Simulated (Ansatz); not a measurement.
`C[S][InH2]` + H₂S → `[SH][InH2]` + CH₃SH at 400 K and 1 bar (ligand exchange at the In–S bond).

Computed with Ansatz on PBE0-D4/def2-TZVP structures; ΔE is electronic, products minus reactants. CCSD(T)/CBS is the MP2 limit (def2-TZVPP, def2-QZVPP) plus CCSD(T) − MP2 in def2-TZVPP, frozen cores. This one scheme is used for every species. def2 core potentials past Kr. For In outer-core shells are correlated without core-valence functions, which leaves a few kJ/mol of doubt a bond.

| species | CCSD(T)/CBS energy (Eh) | H − E (kJ/mol) | S (J/(mol·K)) |
| --- | --- | --- | --- |
| `C[S][InH2]` | -628.65181 | 161.3 | 364.8 |
| H₂S | -398.97279 | 53.4 | 215.9 |
| `[SH][InH2]` | -589.39884 | 76.6 | 310.9 |
| CH₃SH | -438.22835 | 138.7 | 269.4 |

H − E and S are ideal-gas, rigid-rotor, harmonic terms from PBE0-D4/def2-TZVP. 1 Eh = 2625.50 kJ/mol, R = 8.31446 J/(mol·K).

Problem. By hand: ΔE, ΔH, ΔS and ΔG.

Solution. ΔE = (-589.39884) + (-438.22835) − (-628.65181) − (-398.97279) = -0.00259 Eh = -6.8 kJ/mol. Δ(H − E) = 76.6 + 138.7 − 161.3 − 53.4 = 0.6, so ΔH = -6.2 kJ/mol. ΔS = 310.9 + 269.4 − 364.8 − 215.9 = -0.4 J/(mol·K). ΔG = -6.2 − 400 × (-0.4)/1000 = -6.0 kJ/mol.

Problem. By hand: the equilibrium constant, and the temperature at which ΔG would vanish if ΔH and ΔS stayed fixed.

Solution. log₁₀ K = −ΔG/(RT ln 10) = 0.8. ΔG = 0 at ΔH/ΔS = 15500 K, far beyond where these terms or the molecules hold.

The number of gas molecules stays the same, so ΔS is small and ΔH decides. A doubt of 5 kJ/mol in ΔE shifts log₁₀ K by 0.7 here. Modes under 60 cm⁻¹, often nearly free rotors, make the harmonic entropy too high. These are equilibria of isolated gas molecules and say nothing of rates. Largest T1 diagnostic: 0.014 (customary marks: 0.02 for closed shells, 0.045 for open ones).
